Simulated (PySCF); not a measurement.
# What builds the second ionisation energy along the third row

Calculated with PySCF 2.14 from differences of total energies of unrestricted determinants, without spin-orbit coupling. Each column adds one step, in eV (sums use unrounded values): valence MP2, valence CCSD, valence triples, then the next inner shell at CCSD(T) (Al 2s 2p, Si 2s 2p, P 2s 2p, Cl 2s 2p, Ar 2s 2p). References (NIST) marked * lie between the lowest fine-structure levels; the others compare directly ((s) semi-empirical, (t) theoretical).

| element | UHF | + MP2 | + CCSD | + (T) | + inner shell | sum | reference |
| --- | --- | --- | --- | --- | --- | --- | --- |
| Al [Ne] 3s2 → [Ne] 3s1 (x2c-TZVPPall, spin-free X2C) | 17.559 | 0.748 | 0.319 | 0.000 | 0.124 | 18.749 | 18.829 |
| Si [Ne] 3s2 3p1 → [Ne] 3s2 (x2c-TZVPPall, spin-free X2C) | 15.821 | 0.257 | 0.115 | 0.029 | -0.009 | 16.214 | 16.322 |
| P [Ne] 3s2 3p2 → [Ne] 3s2 3p1 (x2c-TZVPPall, spin-free X2C) | 19.150 | 0.445 | 0.040 | 0.035 | -0.003 | 19.667 | 19.769 (s) * |
| Cl [Ne] 3s2 3p4 → [Ne] 3s2 3p3 (x2c-TZVPPall, spin-free X2C) | 22.573 | 0.766 | 0.110 | 0.029 | 0.014 | 23.491 | 23.771 |
| Ar [Ne] 3s2 3p5 → [Ne] 3s2 3p4 (x2c-TZVPPall, spin-free X2C) | 26.367 | 0.975 | -0.035 | 0.033 | 0.012 | 27.352 | 27.630 * |

What remains against the references is mostly basis incompleteness and, for starred values, spin-orbit coupling.

These are valence bases, so the inner-shell step is incomplete.
